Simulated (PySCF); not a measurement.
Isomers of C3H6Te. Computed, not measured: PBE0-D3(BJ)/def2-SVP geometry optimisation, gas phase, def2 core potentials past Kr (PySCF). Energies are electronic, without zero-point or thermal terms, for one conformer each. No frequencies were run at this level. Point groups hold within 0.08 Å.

Question: Order them by energy at this level, lowest first, and give relative energies in kcal/mol.
A. `[TeH:1][CH:2]1[CH2:3][CH2:4]1` with H–Te1–C2–C3 -43°
B. `[CH2:1]=[CH:2][Te:3][CH3:4]` with C1–C2–Te3–C4 1°

Answer: B (0.0), A (1.4).

As drawn, the lower has a C=C bond outside aromatic rings, which the higher lacks; the higher has a three-membered ring, which the lower lacks. Neighbours under 2.5 kcal/mol apart (C=C[Te]C and [TeH]C1CC1) can change places with a better method, another conformer or zero-point energy.

| SMILES | E (Eh) | E rel (kcal/mol) | dipole (D) | point group | A, B, C (MHz) |
| --- | --- | --- | --- | --- | --- |
| C=C[Te]C | -385.68722 | 0.0 | 0.87 | near Cs | 6509, 3040, 2101 |
| [TeH]C1CC1 | -385.68496 | 1.4 | 1.15 | near Cs | 15338, 1867, 1817 |

Q: As an exercise, what shares would exp(−E/RT) give at 1000 K from these electronic energies alone (no entropy, no degeneracies)?

A: RT = 1.987 kcal/mol: C=C[Te]C 67.1 %, [TeH]C1CC1 32.9 %.
